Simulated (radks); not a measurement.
The mean radii <r> (bohr) of the occupied orbitals of an atom or ion are listed with their occupations. All-electron calculation, Dirac Kohn-Sham, PBE, spin-unpolarised, spherical densities, finite nucleus; Fermi nuclear charge, rms radius of each element as measured or else 0.836 A^(1/3) + 0.57 fm. Program: a radial shooting solver on a logarithmic mesh with Libxc functionals.

| orbital | occ. | <r> |
|---|---|---|
| 1s1/2 | 2 | 0.01687 |
| 2s1/2 | 2 | 0.07047 |
| 2p1/2 | 2 | 0.05798 |
| 2p3/2 | 4 | 0.06653 |
| 3s1/2 | 2 | 0.1833 |
| 3p1/2 | 2 | 0.1736 |
| 3p3/2 | 4 | 0.1893 |
| 3d3/2 | 4 | 0.1648 |
| 3d5/2 | 6 | 0.1696 |
| 4s1/2 | 2 | 0.4070 |
| 4p1/2 | 2 | 0.4094 |
| 4p3/2 | 4 | 0.4433 |
| 4d3/2 | 4 | 0.4518 |
| 4d5/2 | 6 | 0.4630 |
| 5s1/2 | 2 | 0.9247 |
| 4f5/2 | 6 | 0.4944 |
| 4f7/2 | 8 | 0.5014 |
| 5p1/2 | 2 | 0.9977 |
| 5p3/2 | 3 | 1.093 |
| 5d3/2 | 4 | 1.446 |
| 5d5/2 | 6 | 1.498 |

Name the element and its charge. Open shells, if any, fill j = l - 1/2 first.

Answer. Z = 79, gold, charge +2: Au2+ in [Kr] 4d10 4f14 5s2 5p5 5d10. The 1s radius gives Z: for a bare nucleus <r> = (2 gamma + 1)/(2Z) with gamma = sqrt(1 - (Z/c)^2), 0.01667 bohr for Z = 79, and screening makes it slightly larger (0.01687 here). The occupations add up to 77, and the charge is Z minus that.
